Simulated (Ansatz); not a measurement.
Geometry optimisation, RKS r2SCANh-D4/def2-SVP in Ansatz 0.2.0.

Input file:

```yaml
crystal:
  periodic: [false, false, false]
  atoms:
    - { symbol: "N", position_ang: [-0.5129, 0.822, 1.4033] }
    - { symbol: C, position_ang: [0.3638, -0.0417, 0.9382] }
    - { symbol: S, position_ang: [1.5735, -0.5495, 1.9114] }
    - { symbol: Si, position_ang: [0.3372, -0.7128, -0.833] }
    - { symbol: O, position_ang: [-0.8427, 0.1165, -1.7665] }
    - { symbol: H, position_ang: [-0.5076, 1.2275, 2.3421] }
    - { symbol: H, position_ang: [-1.3117, 1.1785, 0.8196] }
    - { symbol: H, position_ang: [1.5941, -0.5864, -1.5558] }
    - { symbol: H, position_ang: [-0.1529, -2.1294, -0.7937] }
    - { symbol: H, position_ang: [-0.4577, 0.6243, -2.4626] }
basis:
  gaussian: { orbitals: def2-SVP }
hamiltonian:
  xc: r2scanh
  dispersion: d4
relax:
  f_tol: 0.015
  max_steps: 40
```

Command:

```bash
$ ansatz run input.yaml --threads 2 --pin off --max-ram 3072MiB --backend cpu --events-out ev --progress --plain --runs-dir out
```

Problem. Where does it end, and by what steps?

Solution. The forces met the threshold. After 18 steps the energy has fallen by 0.297 eV; H10 moved furthest, 0.60 Å.

```tsv
step	energy less start (eV)	largest force component (eV/Å)	accepted
0	0.0000	3.111	yes
1	-0.2148	1.114	yes
2	-0.2552	0.371	yes
3	-0.2582	0.513	yes
4	-0.2702	0.098	yes
5	-0.2692	0.261	no
6	-0.2715	0.023	yes
7	-0.2738	0.038	yes
8	-0.2601	1.302	no
9	-0.2781	0.048	yes
10	-0.2786	0.539	yes
11	-0.2834	0.095	yes
12	-0.2935	0.115	yes
13	-0.2950	0.153	yes
14	-0.2943	0.388	no
15	-0.2956	0.089	yes
16	-0.2957	0.080	yes
17	-0.2959	0.175	yes
18	-0.2965	0.004	yes
```

```xyz
10
Properties=species:S:1:pos:R:3
N -0.482 0.896 1.312
C 0.362 -0.084 0.974
S 1.405 -0.861 1.992
Si 0.379 -0.642 -0.823
O -0.777 0.337 -1.537
H -0.522 1.226 2.271
H -1.084 1.309 0.608
H 1.728 -0.421 -1.408
H 0.017 -2.082 -0.906
H -0.944 0.271 -2.481
```

Time of the run: 75 s on 2 threads of Arm Neoverse V2, on a shared host, peak memory 0.25 GiB.
